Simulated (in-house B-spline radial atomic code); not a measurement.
The numbers below are computed, except where a source is named.
**Stopping and range of 10 keV Ge in InSb**

The pair potential comes from two frozen, spherical free-atom densities (PBE, B-spline radial code, scalar-relativistic past argon): electrostatics plus the change in Thomas-Fermi kinetic and Dirac exchange energy where they overlap, the recipe behind the universal ZBL potential, which averages such potentials (from solid-state densities) over many pairs. It is written V = (Z1 Z2 e²/r) φ(r/a), with e² = 14.3996 eV·Å and a = 0.46850 Å/(Z1^0.23 + Z2^0.23); ZBL's fit is φ = 0.18175 e^(−3.1998x) + 0.50986 e^(−0.94229x) + 0.28022 e^(−0.4029x) + 0.02817 e^(−0.20162x). Where φ falls below 4e-4 it is continued as an exponential.

The target is taken as amorphous, with density 5.77 g/cm³ (NSM archive of the Ioffe Institute); channelling is ignored. Masses: Ge 72.63, In 114.82, Sb 121.76 u. Nuclear stopping is S_n = 4π a Z1 Z2 e² M1/(M1 + M2) × s_n(ε), with s_n integrated over impact parameters for each pair. Electronic stopping is Lindhard and Scharff's S_e = Z1^(1/6) 8π e² a0 Z1 Z2/(Z1^(2/3) + Z2^(2/3))^(3/2) × v/v0, with a0 = 0.529177 Å and v = v0 at 24.801 keV/u; it misses the oscillations with Z1 seen in experiment, which reach tens of per cent. Compounds add by atom fraction.

| target atom | a (Å) | ε at this energy | s_n, this pair | s_n, ZBL potential |
| --- | --- | --- | --- | --- |
| In | 0.10039 | 0.02724 | 0.2356 | 0.2322 |
| Sb | 0.09991 | 0.02663 | 0.2339 | 0.2307 |

What are the atom density and the stopping powers at entry?

N = 5.77 × 0.602214/118.29 = 0.02938 atoms/Å³. For In: S_n = 11040 × 0.2356 = 2600 eV·Å², S_e = 3.5062 × √10000 = 350.6 eV·Å². For Sb: S_n = 11020 × 0.2339 = 2578 eV·Å², S_e = 3.5665 × √10000 = 356.6 eV·Å². Averaged over the target's atoms (half each) and times N × 10 Å/nm, the ion loses N S_n = 761 eV/nm to recoils and N S_e = 104 eV/nm to electrons; the nuclear share is 88 %.

Along the track:

```
E (keV)  N S_n (eV/nm)  N S_e (eV/nm)
    0.5            210           23.2
    1.5            363           40.2
      3            489           56.9
      5            598           73.5
    7.5            692             90
     10            761            104
```

Estimate the path length and the projected range.

With continuous slowing down the path is the integral of dE/(N (S_n + S_e)). Trapezoids over the table give 16.5 nm, and the stretch below the first row, with stopping taken as √E, adds 2E/(N S) = 4.3 nm: 20.7 nm in all, against 20.3 nm on a fine grid from 5 eV. Deflections shorten the depth: to first order in the energy passed on, N (S_n + S_e) dR_p/dE = 1 − N S_n (M2/M1) R_p/(2E), summed over the target's atoms, and integrating this on the fine grid gives R_p = 8.68 nm, 0.43 of the path. Lindhard's rule of thumb R/(1 + M2/3M1), with mean M2/M1 = 1.63, gives 13.1 nm. On the ZBL potential the same equation gives 8.74 nm, and the full integral equation, which keeps hard collisions, 9.04 nm.
